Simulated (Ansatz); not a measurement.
`CNC(=N)[SiH3]` → `CNC=N` + `[SiH2]` at 500 K and 1 bar (silylene formation by 1,1-elimination).

Calculated with Ansatz (gas phase, PBE0-D4/def2-TZVP geometries, no zero-point term in ΔE). CCSD(T)/CBS is the MP2 limit (def2-TZVPP, def2-QZVPP) plus CCSD(T) − MP2 in def2-TZVPP, frozen cores. This one scheme is used for every species. One conformer a species, not always the lowest.

```json
{"species": "`CNC(=N)[SiH3]`", "CCSD(T)/CBS energy (Eh)": "-479.37596", "H − E (kJ/mol)": "316.8", "S (J/(mol·K))": "424.3"}
{"species": "`CNC=N`", "CCSD(T)/CBS energy (Eh)": "-189.09808", "H − E (kJ/mol)": "262.4", "S (J/(mol·K))": "342.4"}
{"species": "`[SiH2]`", "CCSD(T)/CBS energy (Eh)": "-290.19011", "H − E (kJ/mol)": "48.0", "S (J/(mol·K))": "226.5"}
```

H − E and S are ideal-gas, rigid-rotor, harmonic terms from PBE0-D4/def2-TZVP, for one conformer and one mirror image of each species. 1 Eh = 2625.50 kJ/mol, R = 8.31446 J/(mol·K).

Task: By hand: ΔE, ΔH, ΔS and ΔG.

Result: ΔE = (-189.09808) + (-290.19011) − (-479.37596) = 0.08777 Eh = 230.4 kJ/mol. Δ(H − E) = 262.4 + 48.0 − 316.8 = -6.4, so ΔH = 224.0 kJ/mol. ΔS = 342.4 + 226.5 − 424.3 = 144.6 J/(mol·K). ΔG = 224.0 − 500 × (144.6)/1000 = 151.7 kJ/mol.

Task: By hand: the equilibrium constant, and the temperature at which ΔG would vanish if ΔH and ΔS stayed fixed.

Result: log₁₀ K = −ΔG/(RT ln 10) = -15.8. ΔG = 0 at ΔH/ΔS = 1549 K.

The number of gas molecules changes by +1, which sets the sign of ΔS. A doubt of 5 kJ/mol in ΔE shifts log₁₀ K by 0.5 here. Other conformers and mirror images would add mixing entropy, several J/(mol·K) or more a flexible species. These are equilibria of isolated gas molecules and say nothing of rates. Largest T1 diagnostic: 0.014 (customary marks: 0.02 for closed shells, 0.045 for open ones).
